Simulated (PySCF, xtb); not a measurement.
C₂H₄Cl₂Si₂, SMILES [Si](Cl)(Cl)(C#C)[SiH3].

Harmonic wavenumbers (cm⁻¹) from GFN2-xTB in xtb at its own minimum, in rising order: 30, 73, 83, 98, 135, 147, 275, 282, 348, 453, 457, 482, 522, 676, 682, 684, 773, 785, 790, 2199, 2251, 2259, 2262, 3353.

Q: What does B3LYP-D3(BJ)/def2-SVP run with PySCF 2.14.0 give at its own minimum? (Estimate from the structure and the level; the computed values follow.)

A: 82, 96, 111, 119, 155, 178, 319, 336, 384, 510, 518, 567, 598, 678, 749, 755, 874, 938, 939, 2150, 2221, 2234, 2238, 3454. Paired by order, the mean absolute difference is 57 cm⁻¹ and the zero-point energies are 28.7 and 30.3 kcal/mol.
